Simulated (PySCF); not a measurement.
EPR parameters of C5H7ClF

Compound: C5H7ClF (doublet state).
Z-matrix (Å and degrees, GFN2-xTB geometry), rows numbered from 1:
```
C 
C   1  1.4829
F   2  1.3583  1  113.41
C   2  1.3814  1  130.45  3   179.94
C   4  1.5091  2  117.07  1  -179.96
C   4  1.3776  2  125.92  1     0.03
Cl  6  1.7065  4  125.69  2     0.04
H   1  1.0905  2  111.20  3  -120.00
H   1  1.0904  2  111.18  3   120.09
H   1  1.0877  2  108.91  3     0.04
H   5  1.0883  4  110.08  2   -59.35
H   5  1.0852  4  110.97  2   179.89
H   5  1.0883  4  110.04  2    59.18
H   6  1.0762  4  120.92  2   179.93
```

The hyperfine couplings belong to this conformer and change with its torsions.

As a line formula: `C[C](F)/C(C)=C\Cl` [radical].

Computed with UKS B3LYP, pcH-1 on C Cl F H, non-relativistic, mean-field spin-orbit, GIAO in PySCF 2.14.0. Isolated species at its GFN2-xTB geometry (one conformer only). The geometry wasn't refined by DFT: couplings that depend on bond lengths, twists or pyramidal angles can differ widely from those at the functional's own minimum. Stability of the SCF solution: not tested. ⟨S²⟩ is 0.775 where a pure state has 0.75.

```json
{
  "g1, g2, g3": "2.00176, 2.00691, 2.00752",
  "g_iso": "2.00539",
  "Form of g": "close to axial: the two nearest values differ by 11 % of g3 − g1",
  "⟨S²⟩": "0.7748 (exact 0.7500)",
  "α and β electrons": "32, 31",
  "HOMO–LUMO gap, α and β orbitals": "5.78, 5.14 eV"
}
```

Isotropic coupling and dipolar principal values T1 to T3, in 10⁻⁴ cm⁻¹ (1 × 10⁻⁴ cm⁻¹ = 2.998 MHz):

```json
{"atom": "C1", "isotope": "13C", "a_iso": "-6.9", "of which spin–orbit": "0.0", "T1": "-0.4", "T2": "0.1", "T3": "0.3", "Mulliken spin population": "-0.05"}
{"atom": "C2", "isotope": "13C", "a_iso": "21.3", "of which spin–orbit": "0.0", "T1": "-18.1", "T2": "-18.1", "T3": "36.2", "Mulliken spin population": "0.58"}
{"atom": "F3", "isotope": "19F", "a_iso": "31.5", "of which spin–orbit": "0.1", "T1": "-58.3", "T2": "-48.7", "T3": "107.0", "Mulliken spin population": "0.04"}
{"atom": "C4", "isotope": "13C", "a_iso": "-16.1", "of which spin–orbit": "0.0", "T1": "-9.1", "T2": "3.6", "T3": "5.5", "Mulliken spin population": "-0.23"}
{"atom": "C5", "isotope": "13C", "a_iso": "1.7", "of which spin–orbit": "0.0", "T1": "-0.3", "T2": "0.0", "T3": "0.3", "Mulliken spin population": "0.01"}
{"atom": "C6", "isotope": "13C", "a_iso": "20.5", "of which spin–orbit": "0.1", "T1": "-16.9", "T2": "-16.2", "T3": "33.1", "Mulliken spin population": "0.59"}
{"atom": "Cl7", "isotope": "35Cl", "a_iso": "1.2", "of which spin–orbit": "0.0", "T1": "-6.5", "T2": "-4.1", "T3": "10.6", "Mulliken spin population": "0.05"}
{"atom": "H8", "isotope": "1H", "a_iso": "21.6", "of which spin–orbit": "0.0", "T1": "-1.2", "T2": "-0.5", "T3": "1.8", "Mulliken spin population": "0.02"}
{"atom": "H9", "isotope": "1H", "a_iso": "21.6", "of which spin–orbit": "0.0", "T1": "-1.2", "T2": "-0.5", "T3": "1.8", "Mulliken spin population": "0.02"}
{"atom": "H10", "isotope": "1H", "a_iso": "0.5", "of which spin–orbit": "0.0", "T1": "-0.9", "T2": "-0.9", "T3": "1.9", "Mulliken spin population": "0.00"}
{"atom": "H11", "isotope": "1H", "a_iso": "-5.3", "of which spin–orbit": "0.0", "T1": "-0.8", "T2": "-0.3", "T3": "1.1", "Mulliken spin population": "-0.01"}
{"atom": "H12", "isotope": "1H", "a_iso": "-0.7", "of which spin–orbit": "0.0", "T1": "-0.7", "T2": "-0.5", "T3": "1.2", "Mulliken spin population": "0.00"}
{"atom": "H13", "isotope": "1H", "a_iso": "-5.3", "of which spin–orbit": "0.0", "T1": "-0.8", "T2": "-0.3", "T3": "1.1", "Mulliken spin population": "-0.01"}
{"atom": "H14", "isotope": "1H", "a_iso": "-14.0", "of which spin–orbit": "0.0", "T1": "-7.9", "T2": "-0.2", "T3": "8.1", "Mulliken spin population": "-0.03"}
```

The largest Mulliken spin populations are on C6 (+0.59), C2 (+0.58) and C4 (-0.23). The angles at C6 add up to 360.0°, so it is planar; its axial dipolar tensor and the negative coupling of its proton fit spin in a p orbital normal to that plane.

C2, the radical centre as drawn in `C[C](F)/C(C)=C\Cl`, holds a spin population of +0.58 out of 1.

Axes: g2 points within 7° of the C4–C5 bond.

Under fast tumbling the dipolar parts average out, and these isotropic splittings remain: 1 × 19F (F3, I = 1/2, 2 lines) with 3.36 mT, 3 × 1H (H8/H9/H10, I = 1/2, 4 lines) with 1.56 mT, 1 × 1H (H14, I = 1/2, 2 lines) with 1.50 mT, 3 × 1H (H11/H12/H13, I = 1/2, 4 lines) with 0.40 mT and 1 × 35Cl (Cl7, I = 3/2, 4 lines) with 0.13 mT.

Class means assume fast exchange of nuclei equivalent by connectivity; if that motion is slow, each nucleus keeps its own coupling. The three 1H nuclei of mean +43.6 MHz run from 1.4 to 64.8 MHz in the frozen geometry. The three 1H nuclei of mean -11.3 MHz run from -16.0 to -2.1 MHz in the frozen geometry.

Main isotope only: 35Cl (natural samples also hold 24 % 37Cl, magnetic too, which adds its own pattern).

The 13C coupling of C2 (63.9 MHz) shows only in satellite lines or after enrichment, since that isotope makes up about 1.07 % of natural carbon.

β density exceeds α density at some nuclei, such as C4 (-0.0429), C1 (-0.0184) and H14 (-0.0094), spin density in bohr⁻³. In a single determinant that takes different orbitals for the two spins, that is spin polarisation.
